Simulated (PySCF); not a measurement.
Cl₂GaHSe, SMILES [Cl][Ga]([Cl])[SeH].

Coordinates come from a PBE0-D3(BJ)/def2-SVP optimisation. The structure was generated by enumeration; whether it is a known compound was not checked. One conformer was computed; it need not be the lowest.

Computed with PBE/def2-TZVP in PySCF.

Symmetry labels are those of the subgroup Cs that the program uses (full group Cs).

Computed valence orbital energies around the gap with their symmetry:
```csv
orbital,symmetry,energy (eV)
HOMO−7,A',-10.31
HOMO−6,A',-9.37
HOMO−5,A',-8.86
HOMO−4,A",-8.52
HOMO−3,A",-8.02
HOMO−2,A',-7.84
HOMO−1,A',-7.77
HOMO,A",-6.80
LUMO,A',-2.62
LUMO+1,A",-2.08
LUMO+2,A',-1.21
LUMO+3,A',0.47
```
